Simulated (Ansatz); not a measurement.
Ansatz (a quantum-chemistry and plane-wave program) input (CCSD(T)/cc-pV(T+d)Z):
A basis named .json is the Basis Set Exchange file of that set.

Ansatz 0.2 input:
```yaml
crystal:
  periodic: [false, false, false]
  atoms:
    - {symbol: Si, position_ang: [0.21654826, -0.05466915, 0.14157235]}
    - {symbol: Cl, position_ang: [0.52286185, 1.60184007, -0.99897041]}
    - {symbol: Cl, position_ang: [-0.18251648, -1.68783809, -0.99449467]}
    - {symbol: Cl, position_ang: [-1.30639439, 0.20754617, 1.45649841]}
    - {symbol: O, position_ang: [1.67389473, -0.16261879, 0.89330257]}
basis:
  gaussian:
    orbitals: cc-pV_T+d_Z.json
magnetization: {spin_polarized: true, initial_magnetization: 1}
correlation: {method: ccsd_t, electrons: outside_noble_gas}
```

End of the output:

```
mean field evaluation 64: about -47417.5050 eV, gradient 2.7e0 eV
mean field evaluation 96: about -47411.5688 eV, gradient 5.3e0 eV
mean field evaluation 128: about -47413.8969 eV, gradient 1.0e1 eV
mean field -47417.53502080 eV, -1742.5622712548 hartree, gradient 4.7e-6 eV, S^2 0.756854; 6 other end points of the search recorded, 0 dependent functions left out
determinant -47417.53502080 eV, -1742.5622712548 hartree, with singles and doubles -47442.37971315 eV, -1743.4752968582 hartree
determinant -47417.39663965 eV, -1742.5571858412 hartree, with singles and doubles -47442.22171968 eV, -1743.4694907053 hartree
determinant -47417.53502080 eV, -1742.5622712548 hartree, with singles and doubles -47442.34614399 eV, -1743.4740632143 hartree
determinant -47417.39663965 eV, -1742.5571858412 hartree, with singles and doubles -47442.18297681 eV, -1743.4680669313 hartree
21 core orbitals not correlated
reference -47417.53502080 eV, -1742.5622712548 hartree; 16, 15 occupied and 149, 150 virtual orbitals, 1142 factors
second order -23.24379707 eV of doubles, -0.00000000 eV of singles
coupled cluster: 5.53 GiB planned
cycle   1  -24.81112331 eV  change   -1.2e-7 eV  update   1.9e-6
perturbative correction -1.04855195 eV, -0.0385335736 hartree
Total energy: -47443.39469606 eV, -1743.5125967923 hartree
```

It need not be the lowest isomer of its formula.
